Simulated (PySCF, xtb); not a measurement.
iodoethene (C₂H₃I), SMILES IC=C. Atoms are numbered in the order given.

```xyz
6

C      0.3313     2.4451     0.0000
C     -0.5315     1.4459     0.0000
I      0.0271    -0.5790     0.0000
H      1.4025     2.2961     0.0000
H     -0.0315     3.4669     0.0000
H     -1.6037     1.5779     0.0000
```
Charge 0, spin multiplicity 1.

Coordinates come from a B3LYP-D3(BJ)/def2-TZVP optimisation. The def2 effective core potentials stand for the cores of I; spin–orbit coupling is left out.

Level of theory: IEF-PCM-B3LYP/def2-SVP (PySCF).

The values are the electrostatic part of the solvation free energy, E(continuum) − E(gas) at the gas-phase geometry, in a cavity of scaled van der Waals radii (PySCF's table); cavitation and dispersion terms are not included. In vacuum the orbital gap is 6.01 eV. The dipole moment in vacuum is 1.18 D.

### Question
Estimate the values in water (ε = 78.36), ethylethanoate (ε = 5.99), N,N-dimethylformamide (ε = 37.22). (Estimate from the structure and the level; the computed values follow.)

### Answer

```
solvent                    ε  ΔG(elec) (kcal/mol)  dipole (D)  gap (eV)
---------------------  -----  -------------------  ----------  --------
water                  78.36                 -2.1        1.59      6.12
ethylethanoate          5.99                 -1.6        1.50      6.10
N,N-dimethylformamide  37.22                 -2.0        1.58      6.12
```

For comparison, GFN2-xTB/ALPB(water) (xtb, at the GFN2-xTB geometry, all terms of that model) gives -2.2 kcal/mol.
